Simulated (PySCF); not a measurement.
C3H4F2O2. Atoms are numbered in the order given.

```xyz
11

F     -1.4001     0.7358    -0.8390
C     -0.5120     0.3419     0.1133
F     -0.9896     0.8239     1.2981
C     -0.3059    -1.1878     0.1627
O      0.9269    -1.3704    -0.5091
C      1.6614    -0.2229    -0.1822
O      0.7291     0.8653    -0.1705
H     -1.1068    -1.7396    -0.3625
H     -0.2599    -1.5025     1.2327
H      2.4307    -0.0368    -0.9573
H      2.1355    -0.3058     0.8298
```

Geometry optimised at PBE-D3(BJ)/def2-SVP. Other conformers were not sampled.

These are PBE-D3(BJ)/def2-SVP (PySCF) values and carry that method's errors.

Frequencies are harmonic and unscaled.

Computed harmonic wavenumbers and intensities:
```json
[
 {"mode": "1", "ν (cm⁻¹)": "81", "IR (km/mol)": "0.8", "moving atoms (share of kinetic energy)": "O 34 %, F 27 %, C 21 %, H 18 %"},
 {"mode": "2", "ν (cm⁻¹)": "245", "IR (km/mol)": "8.2", "moving atoms (share of kinetic energy)": "O 32 %, H 31 %, C 19 %, F 18 %"},
 {"mode": "3", "ν (cm⁻¹)": "333", "IR (km/mol)": "2.0", "moving atoms (share of kinetic energy)": "F 39 %, H 30 %, C 20 %, O 11 %"},
 {"mode": "4", "ν (cm⁻¹)": "421", "IR (km/mol)": "6.4", "moving atoms (share of kinetic energy)": "F 63 %, O 20 %, C 13 %"},
 {"mode": "5", "ν (cm⁻¹)": "497", "IR (km/mol)": "5.7", "moving atoms (share of kinetic energy)": "F 35 %, C 34 %, O 23 %, H 9 %"},
 {"mode": "6", "ν (cm⁻¹)": "512", "IR (km/mol)": "1.3", "moving atoms (share of kinetic energy)": "F 54 %, O 27 %, H 10 %, C 9 %"},
 {"mode": "7", "ν (cm⁻¹)": "662", "IR (km/mol)": "5.4", "moving atoms (share of kinetic energy)": "F 64 %, C 19 %, O 14 %"},
 {"mode": "8", "ν (cm⁻¹)": "725", "IR (km/mol)": "2.8", "moving atoms (share of kinetic energy)": "O 71 %, C 20 %"},
 {"mode": "9", "ν (cm⁻¹)": "825", "IR (km/mol)": "29.5", "moving atoms (share of kinetic energy)": "C 38 %, O 28 %, H 19 %, F 15 %"},
 {"mode": "10", "ν (cm⁻¹)": "916", "IR (km/mol)": "56.4", "moving atoms (share of kinetic energy)": "H 49 %, C 29 %, F 15 %"},
 {"mode": "11", "ν (cm⁻¹)": "968", "IR (km/mol)": "93.7", "moving atoms (share of kinetic energy)": "C 46 %, O 36 %, H 15 %"},
 {"mode": "12", "ν (cm⁻¹)": "1019", "IR (km/mol)": "39.3", "moving atoms (share of kinetic energy)": "C 56 %, O 35 %"},
 {"mode": "13", "ν (cm⁻¹)": "1092", "IR (km/mol)": "27.7", "moving atoms (share of kinetic energy)": "C 48 %, H 26 %, O 25 %"},
 {"mode": "14", "ν (cm⁻¹)": "1111", "IR (km/mol)": "20.0", "moving atoms (share of kinetic energy)": "C 51 %, H 43 %"},
 {"mode": "15", "ν (cm⁻¹)": "1142", "IR (km/mol)": "42.2", "moving atoms (share of kinetic energy)": "H 58 %, C 32 %"},
 {"mode": "16", "ν (cm⁻¹)": "1151", "IR (km/mol)": "289.2", "moving atoms (share of kinetic energy)": "C 53 %, H 27 %, O 11 %, F 9 %"},
 {"mode": "17", "ν (cm⁻¹)": "1189", "IR (km/mol)": "176.4", "moving atoms (share of kinetic energy)": "H 43 %, C 35 %, O 21 %"},
 {"mode": "18", "ν (cm⁻¹)": "1219", "IR (km/mol)": "59.7", "moving atoms (share of kinetic energy)": "H 56 %, C 26 %, O 15 %"},
 {"mode": "19", "ν (cm⁻¹)": "1244", "IR (km/mol)": "120.4", "moving atoms (share of kinetic energy)": "H 46 %, C 45 %"},
 {"mode": "20", "ν (cm⁻¹)": "1319", "IR (km/mol)": "66.5", "moving atoms (share of kinetic energy)": "C 49 %, H 44 %"},
 {"mode": "21", "ν (cm⁻¹)": "1384", "IR (km/mol)": "25.5", "moving atoms (share of kinetic energy)": "H 72 %, C 22 %"},
 {"mode": "22", "ν (cm⁻¹)": "1420", "IR (km/mol)": "6.6", "moving atoms (share of kinetic energy)": "H 90 %, C 10 %"},
 {"mode": "23", "ν (cm⁻¹)": "1468", "IR (km/mol)": "2.0", "moving atoms (share of kinetic energy)": "H 90 %, C 10 %"},
 {"mode": "24", "ν (cm⁻¹)": "2885", "IR (km/mol)": "89.9", "moving atoms (share of kinetic energy)": "H 94 %"},
 {"mode": "25", "ν (cm⁻¹)": "2936", "IR (km/mol)": "35.3", "moving atoms (share of kinetic energy)": "H 94 %"},
 {"mode": "26", "ν (cm⁻¹)": "3056", "IR (km/mol)": "23.8", "moving atoms (share of kinetic energy)": "H 91 %, C 9 %"},
 {"mode": "27", "ν (cm⁻¹)": "3084", "IR (km/mol)": "4.4", "moving atoms (share of kinetic energy)": "H 91 %, C 9 %"}
]
```
